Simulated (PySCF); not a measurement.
Computed IR spectrum (relative IR intensity) of a molecule C₂H₅FO₂Si. Geometry: B3LYP-D3(BJ)/def2-SVP. Other conformers were not sampled. Computed with B3LYP-D3(BJ)/def2-SVP (PySCF). Frequencies are harmonic and unscaled.

Lines under 2 % of the strongest are left out, and lines within 2 cm⁻¹ are merged.

```json
[
 {"ν (cm⁻¹)": "114", "relative intensity": "5.7"},
 {"ν (cm⁻¹)": "294", "relative intensity": "3.9"},
 {"ν (cm⁻¹)": "370", "relative intensity": "13"},
 {"ν (cm⁻¹)": "562", "relative intensity": "2.0"},
 {"ν (cm⁻¹)": "582", "relative intensity": "28"},
 {"ν (cm⁻¹)": "621", "relative intensity": "2.9"},
 {"ν (cm⁻¹)": "756", "relative intensity": "6.3"},
 {"ν (cm⁻¹)": "801", "relative intensity": "34"},
 {"ν (cm⁻¹)": "850", "relative intensity": "33"},
 {"ν (cm⁻¹)": "877", "relative intensity": "11"},
 {"ν (cm⁻¹)": "934", "relative intensity": "14"},
 {"ν (cm⁻¹)": "966", "relative intensity": "26"},
 {"ν (cm⁻¹)": "987", "relative intensity": "100"},
 {"ν (cm⁻¹)": "1010", "relative intensity": "53"},
 {"ν (cm⁻¹)": "1154", "relative intensity": "3.5"},
 {"ν (cm⁻¹)": "1210", "relative intensity": "38"},
 {"ν (cm⁻¹)": "1402", "relative intensity": "3.8"},
 {"ν (cm⁻¹)": "1417", "relative intensity": "6.7"},
 {"ν (cm⁻¹)": "1799", "relative intensity": "57"},
 {"ν (cm⁻¹)": "2304", "relative intensity": "45"},
 {"ν (cm⁻¹)": "2927", "relative intensity": "36"},
 {"ν (cm⁻¹)": "3685", "relative intensity": "71"}
]
```

Q: Identify the compound among the candidates.
(A) C=CO[Si@H](O)F
(B) COC(=O)[SiH2]F
(C) FC[SiH]1OCO1
(D) O=CC[Si@H](O)F

A: D, O=CC[Si@H](O)F
